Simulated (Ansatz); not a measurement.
`[NH2][Ti]([OH])([OH])[OH]`. The species carries charge 0 and has multiplicity 1.

Z-matrix (Å, degrees):
```
Ti
O 1 1.801
O 1 1.805 2 113.7
N 1 1.881 2 107.1 3 -119.2
O 1 1.809 2 109.2 3 121.1
H 2 0.958 1 129.9 3 -114.0
H 3 0.958 1 130.4 2 -19.5
H 4 1.010 1 124.6 2 146.8
H 4 1.010 1 124.2 2 -23.0
H 5 0.957 1 128.3 2 112.1
```

Task: List the harmonic frequencies (cm⁻¹, unscaled) at PBE0-D4/def2-TZVP in Ansatz. (Best estimate.)

Result: Ansatz gave: 141, 164, 175, 195, 216, 245, 278, 281, 344, 387, 452, 455, 498, 535, 697, 739, 773, 790, 1523, 3569, 3674, 3931, 3933, 3937.

Task: Is this a minimum?

Result: Yes, all 24 modes are real.

Task: Give the ideal-gas thermochemistry at 298.15 K and 1 bar (rigid rotor, harmonic oscillator; point group C1, symmetry number 1).

Result: Zero-point energy 167.1 kJ/mol; H(298) − E = 193.8 kJ/mol; entropy 374.8 J/(mol·K), of which translation 168.0, rotation 111.8, vibration 95.1; G(298) − E = 82.0 kJ/mol.

Task: And at 400, 500, 600, 800 and 1000 K?

Result: 
```
T (K)  H − E (kJ/mol)  S (J/mol/K)  G − E (kJ/mol)
  400           209.0        418.7            41.5
  500           225.2        454.7            -2.2
  600           242.1        485.6           -49.2
  800           277.6        536.6          -151.7
 1000           314.6        577.9          -263.2
```
